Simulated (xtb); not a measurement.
F3H2NSi, SMILES [Si](F)(F)(N)F. All values are semi-empirical tight-binding results from xtb (GFN2-xTB unless named), good for trends rather than for accurate numbers. Geometry optimised at GFN2-xTB. One conformer was computed; it need not be the lowest.

Optimised geometry:

Bonds (Å): N1–Si2 1.689, N1–H6 1.005, N1–H7 1.005, Si2–F3 1.581, Si2–F4 1.581, Si2–F5 1.588. Angles (°): Si2–N1–H6 121.7, Si2–N1–H7 121.7, H6–N1–H7 112.2, N1–Si2–F3 110.4, N1–Si2–F4 110.3, N1–Si2–F5 118.1, F3–Si2–F4 108.9, F3–Si2–F5 104.3, F4–Si2–F5 104.4.
Charge 0, spin multiplicity 1.

```yaml
point_group_as_xtb_finds_it: Cs
orbital_gap: 8.20 eV
dipole_moment: 3.60 D
zero_point_energy: 21.0 kcal/mol
G − E(el) at 298.15 K (modified RRHO): 1.8 kcal/mol
static polarisability (D4 model): 51.5 bohr³
solvation energy, GFN2-xTB/ALPB(water): -3.7 kcal/mol
solvation energy, GFN2-xTB/ALPB(chcl3): -1.3 kcal/mol
```

Task: Give the atomic charges and the Wiberg bond orders between heavy atoms. (An estimate is asked for; the answer gives what the named calculation found.)

Result: charges (e) N1 -0.36, Si2 0.70, F3 -0.24, F4 -0.24, F5 -0.24, H6 0.19, H7 0.19. Bond orders N1–Si2 1.21, Si2–F3 1.09, Si2–F4 1.09, Si2–F5 1.08.
